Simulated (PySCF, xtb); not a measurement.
AlHBr₂, SMILES [Br][AlH][Br].

Harmonic wavenumbers (cm⁻¹) from GFN2-xTB (xtb) at its own minimum, in rising order: 84, 362, 412, 548, 624, 1940.

Question: What does B3LYP-D3(BJ)/def2-SVP in PySCF give at its own minimum? (An estimate is asked for; the answer gives what the named calculation found.)

Answer: 109, 361, 438, 482, 655, 2007. Paired by order, the mean absolute difference is 36 cm⁻¹ and the zero-point energies are 5.7 and 5.8 kcal/mol.
